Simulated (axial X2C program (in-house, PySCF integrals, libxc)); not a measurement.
**Ω levels of NNdN⁻ from open-shell CI on f(δφ)1 f(π)0**

Computed with an in-house all-electron X2C program for linear molecules (integrals from PySCF): two-component X2C with atomic mean-field Coulomb and Gaunt terms, basis N dyall-v3z, Nd dyall-v3z (cores contracted in-house). Orbitals come from Hartree–Fock averaged over the configuration Nd f(δφ)1 f(π)0; CI then distributes these electrons over the f(δφ), f(π) shells of Nd.

N–Nd–N held linear, both bonds 1.729 Å (near the minimum of the configuration average).

Active spinors (ω > 0):

```csv
shell,ω,ε (eV),character
f(δφ),5/2,12.55,100% Nd f
f(δφ),3/2,12.60,100% Nd f
f(δφ),7/2,12.95,100% Nd f
f(δφ),5/2,12.98,100% Nd f
f(π),3/2,9.27,"90% Nd f, 7% Nd p"
f(π),1/2,9.27,"87% Nd f, 9% Nd p"
```

Lowest levels of this model:

```tsv
Ω	energy (cm⁻¹)	g∥	configuration
5/2	0	4.15	100% f(δφ)1
7/2	3198	8.00	100% f(δφ)1
3/2	3987	2.03	100% f(δφ)1
5/2	6641	5.85	100% f(δφ)1
```

g∥ is the magnitude of 2⟨Lz + ge Sz⟩ for the +Ω component.

Problem. From Ω and g∥ of the lowest level, whose 2⟨Lz + ge Sz⟩ is positive, find ⟨Sz⟩ and ⟨Lz⟩ (ge = 2.0023).

Solution. Ω = ⟨Lz⟩ + ⟨Sz⟩ = 5/2 and ⟨Lz⟩ + ge⟨Sz⟩ = 2.075, so ⟨Sz⟩ = -0.42 and ⟨Lz⟩ = 2.92.

Occupations of the active spinors in the lowest level by ω, shell by shell in order of energy: -7/2: 0.00; -5/2: 0.00 0.00; -3/2: 0.00 0.00; -1/2: 0.00; 1/2: 0.00; 3/2: 0.00 0.00; 5/2: 0.89 0.11; 7/2: 0.00. The leading determinant has weight 0.89 among 2.

This point took 8.2 s on 1 thread of Intel(R) Xeon(R) Platinum 8259CL CPU @ 2.50GHz (Skylake/Cascade Lake), on a shared host.

There is no dynamic correlation: spin–orbit spacings and, for f shells, spacings inside one term are the most reliable numbers, splittings between terms come out too wide, and energies between configurations are not reliable, so the lowest level need not be the ground state of the molecule. At most 6 roots were kept for each Ω > 0 (twice that for Ω = 0) within 3.5 eV of the lowest, so higher up levels can be missing between those listed; levels with Ω > 0 are doubly degenerate and listed once, Ω = 0 levels singly. States that fill the shells left empty in the average are placed too high. For an anion, levels above electron detachment are held by the basis set. The molecule was held linear; bending was not examined.
